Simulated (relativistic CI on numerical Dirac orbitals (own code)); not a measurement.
## Spin-allowed bands of a d2 ion in a tetrahedral site, by hand

Problem. A d2 ion in a tetrahedral site has a 3A2 ground term and spin-allowed bands at ν1 = 7950 and ν2 = 13260 cm⁻¹ (from a computed ligand-field model). Find Δ and the Racah parameter B, and predict the third band.

Working.
1. The F term splits into A2 (−1.2Δ), T2 (−0.2Δ) and T1 (+0.6Δ), so ν1 = E(T2) − E(A2) = Δ = 7950 cm⁻¹.
2. T1(F) mixes with T1(P), which lies at 15B, through an element 0.4Δ. The two roots, counted from A2, are ν2,3 = ½(15B + 3Δ) ∓ ½√[(15B − Δ)² + 12BΔ].
3. Solving the lower root for B gives B = (2ν1² + ν2² − 3ν1ν2)/(15ν2 − 27ν1) = -14018400/-15750 = 890 cm⁻¹.
4. The sum of the roots is 15B + 3Δ, so ν3 = 15B + 3ν1 − ν2 = 23941 cm⁻¹ (418 nm).

Check. The bands were computed by exact diagonalisation of the d2 shell with B = 890 and Δ = 7950 cm⁻¹, which gives ν3 = 23940 cm⁻¹. C does not enter the terms of highest spin.
